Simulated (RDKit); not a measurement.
RDKit input (UFF):

```python
from rdkit import Chem
from rdkit.Chem import AllChem, rdDetermineBonds

mol = Chem.MolFromXYZFile('mol.xyz')
rdDetermineBonds.DetermineBonds(mol, charge=-1)
print('SMILES', Chem.MolToSmiles(Chem.RemoveHs(mol)))
ff = AllChem.UFFGetMoleculeForceField(mol)
e0 = ff.CalcEnergy()
flag = ff.Minimize(maxIts=5000, forceTol=1e-5)
print(f'energy {e0:.4f} -> {ff.CalcEnergy():.4f} kcal/mol, converged: {flag == 0}')
print(Chem.MolToXYZBlock(mol))
```
mol.xyz:
```
9

C     -1.65374600     0.18441700    -0.09127600
N     -0.42156000    -0.50518300    -0.39285100
Si     1.11720000     0.11703400     0.39379600
H     -1.76278200     1.18704300    -0.55378400
H     -1.71206000     0.34233600     0.99163100
H     -2.54168700    -0.39783600    -0.38883900
H     -0.34324000    -0.65293700    -1.39195600
H      2.05652800    -0.92282200    -0.25345900
H      1.53583900     1.23551300    -0.61912500
```

Output:

```
[01:29:22] UFFTYPER: Unrecognized charge state for atom: 2
SMILES CN[SiH2-]
energy 15.4826 -> 1.5926 kcal/mol, converged: True
9

C     -1.597967    0.210089   -0.066128
N     -0.486115   -0.688720   -0.364912
Si     1.056188    0.064157    0.169580
H     -1.479353    1.183382   -0.592995
H     -1.676677    0.379428    1.029850
H     -2.546127   -0.256502   -0.406967
H     -0.429103   -0.791025   -1.404000
H      2.172311   -0.846455   -0.125183
H      1.261336    1.333212   -0.545108
```

The dipole moment of an ion depends on the origin.

The geometry given is a B3LYP-D3(BJ)/def2-TZVP minimum.
